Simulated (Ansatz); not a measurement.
Reaction (ligand exchange at a Ge–C bond): `C#[C][GeH2][NH2]` + `[NH2][GeH2][NH2]` → `[NH2][GeH2][NH][GeH2][NH2]` + acetylene

Calculated with Ansatz (gas phase, PBE0-D4/def2-TZVP geometries, no zero-point term in ΔE). CCSD(T)/CBS is the MP2 limit (def2-TZVPP, def2-QZVPP) plus CCSD(T) − MP2 in def2-TZVPP, frozen cores. This one scheme is used for every species. For Ge outer-core shells are correlated without core-valence functions, which leaves a few kJ/mol of doubt a bond. Scalar relativity is left out up to krypton. Each species was taken in one conformer, which may not be the lowest.

`C#[C][GeH2][NH2]`:

Cartesian coordinates in Å:
```
C 1.590 -0.264 -1.832
C 0.617 -0.209 -1.120
Ge -0.900 -0.110 0.043
N -0.465 0.394 1.753
H 2.447 -0.313 -2.463
H -1.530 -1.504 0.114
H -1.859 0.942 -0.524
H 0.155 -0.254 2.219
H -0.056 1.317 1.810
```

`[NH2][GeH2][NH2]`:

Cartesian coordinates in Å:
```
N 0.617 1.357 0.387
Ge 0.368 -0.439 0.129
N -1.299 -0.543 -0.626
H 0.645 1.902 -0.463
H 1.406 1.604 0.968
H 0.541 -1.076 1.528
H 1.311 -1.136 -0.880
H -1.540 -1.443 -1.015
H -2.049 -0.226 -0.028
```

`[NH2][GeH2][NH][GeH2][NH2]`:

Z-matrix (Å, degrees):
```
Ge
N 1 1.820
N 1 1.843 2 103.6
H 1 1.546 2 107.7 3 -123.4
H 1 1.544 2 114.7 3 113.3
Ge 2 1.843 1 123.6 3 -42.7
H 2 1.007 1 117.8 3 150.5
H 3 1.011 1 114.5 2 156.3
H 3 1.011 1 114.4 2 -77.2
N 6 1.836 2 114.5 1 76.3
H 6 1.538 2 106.3 1 -164.5
H 6 1.537 2 109.0 1 -42.1
H 10 1.013 6 111.0 2 -61.3
H 10 1.011 6 113.7 2 61.1
```

`C#C`:

Cartesian coordinates in Å:
```
C -0.570 0.078 -0.163
C 0.570 -0.078 0.163
H -1.585 0.218 -0.454
H 1.585 -0.218 0.454
```

```
         level  ΔE (eV)
 HF/def2-TZVPP     0.01
MP2/def2-QZVPP    -0.06
```

(1) What does CCSD(T)/CBS give? (Best estimate.)

Largest T1 diagnostic among the species: 0.013.

Answers

(1) The calculation gave: -0.07 eV. The listed levels differ from it by 0.08, 0.01 eV.

In def2-TZVPP, CCSD(T) changes the Hartree–Fock value by −0.06 eV (the triples alone add −0.01 eV) and MP2 by −0.06 eV. The D4 term adds −0.10 eV with B3LYP and −0.06 eV with PBE0; it sums over pairs of atoms, weighted by their polarisabilities, and B3LYP, whose exchange is more repulsive, gets the larger term.

B3LYP here is the variant with VWN-RPA as its local correlation; programs differ in this.
